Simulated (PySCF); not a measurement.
BF₂, SMILES F[B]F (connectivity only; charge and spin as stated), charge +1, multiplicity 1. Coordinates come from a PBE0-D3(BJ)/def2-TZVP optimisation. The spin state was assumed, not searched. The isomer is the one that the SMILES or the coordinates give; other isomers of the formula were not compared.

TDDFT-ωB97X/def2-TZVPD in PySCF puts the lowest singlet excitations at 12.16, 12.16, 12.23, 12.39, 12.39, 13.74 eV.

What are the lowest excitation roots from PySCF with ADC(2)/aug-cc-pVDZ? (An estimate is asked for; the answer gives what the named calculation found.)

12.02, 12.02, 12.37, 12.42, 13.71, 14.01 eV. S1 differs by -0.15 eV (second minus first; roots are paired by order, and the bases may differ).
